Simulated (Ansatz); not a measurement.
CH2F4Sn, SMILES `[F][SnH2][C](F)(F)F`, 8 atoms. Total charge 0; spin multiplicity 1. Correlated methods include outer-core shells of Sn, which these sets cover unevenly. Sn takes the def2 core potential. Hardware: A = 2 threads of an AMD EPYC 7R13 on a shared host and a share of an NVIDIA H100 80 GB; B = 2 threads of an AMD EPYC 7R13 on a shared host. Correlated methods freeze the cores. Open-shell runs search over several starts.

Problem. Give the basis size and wall time and peak host memory of each of these runs in Ansatz. RKS PBE0-D4/def2-TZVP frequencies [A]; RHF-CCSD(T)/def2-SVP energy [A]; RKS LC-ωPBE/def2-TZVPP energy [B]; RKS PBE0-D4/def2-TZVP relaxation (7 steps) [A]; RKS ωB97M-V/def2-SVP energy [B]; RHF-CCSD(T)/def2-TZVPP energy [A]; UKS ωB97M-V/def2-TZVPP energy of the cation [B]; direct RPA on PBE orbitals/def2-TZVPP energy [B]; UHF-CCSD(T)/def2-TZVPP energy of the cation [A]; RKS CAM-B3LYP-D4/def2-TZVPP energy [B]; UHF-MP2/def2-QZVPP energy of the cation [A]; UKS r2SCAN-D4/def2-TZVPP energy of the cation [B]. (Estimate.)

Solution. Ansatz gave: Other jobs shared the machine, so times are rough.

| level | job | functions | wall time | peak host memory (GiB) |
| --- | --- | --- | --- | --- |
| RHF-CCSD(T)/def2-SVP | energy [A] | 106 | 4.3 s | 0.8 |
| RKS LC-ωPBE/def2-TZVPP | energy [B] | 233 | 4.6 s | 0.44 |
| RHF-CCSD(T)/def2-TZVPP | energy [A] | 233 | 5 s | 0.85 |
| RKS CAM-B3LYP-D4/def2-TZVPP | energy [B] | 233 | 6.5 s | 0.71 |
| RKS ωB97M-V/def2-SVP | energy [B] | 106 | 7 s | 0.39 |
| direct RPA on PBE orbitals/def2-TZVPP | energy [B] | 233 | 9.5 s | 0.66 |
| RKS PBE0-D4/def2-TZVP | relaxation (7 steps) [A] | 217 | 11 s | 0.9 |
| UHF-CCSD(T)/def2-TZVPP | energy of the cation [A] | 233 | 26 s | 1.1 |
| UKS r2SCAN-D4/def2-TZVPP | energy of the cation [B] | 233 | 26 s | 0.52 |
| UHF-MP2/def2-QZVPP | energy of the cation [A] | 427 | 27 s | 1 |
| UKS ωB97M-V/def2-TZVPP | energy of the cation [B] | 233 | 40 s | 1.2 |
| RKS PBE0-D4/def2-TZVP | frequencies [A] | 217 | 55 s | 0.91 |

LC-ωPBE has ω = 0.4 bohr⁻¹.
